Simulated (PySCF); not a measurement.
# Vibration and rotation of LaSe

UHF-CCSD(T) constants of LaSe, doublet, about 0.1 electrons in the 4f shell (Mulliken) (basis La x2c-SVPall, Se x2c-SVPall; spin-free X2C with a Gaussian nucleus; PySCF 2.14; masses 138.9063 and 79.9165 u):

| Property | Result |
| --- | --- |
| ωe | 307.1 cm⁻¹ |
| ωexe | 0.523 cm⁻¹ |
| Be | 0.051916 cm⁻¹ |
| αe | 0.000122 cm⁻¹ |
| De to La (5d1 6s2) + Se | 4.90 eV |

Q: What force constant and bond length do these constants imply?

A: Reduced mass μred = 50.730 u; k = 5.8918×10⁻⁷·μred·ωe² (u, cm⁻¹, mdyn/Å) = 2.82 mdyn/Å; Re = √(16.8576/(μred·Be)) (u, cm⁻¹, Å) = 2.530 Å.

Q: Estimate the centrifugal constant D from the Kratzer relation and find the Dunham coefficient a1.

A: D = 4Be³/ωe² = 5.93e-09 cm⁻¹; a1 = −1 − αeωe/(6Be²) = -3.32.

Correlated steps freeze 27 core orbitals. Correlated levels converge slowly with the basis: in double zeta they bind strong bonds too weakly, by up to about 1 eV, and carry superposition errors of some tenths. Spin–orbit coupling is left out, which matters for elements this heavy, above all for dissociation energies. The state is the lowest single determinant that the PBE0 search found; with open d or f shells the true ground state can be another one.
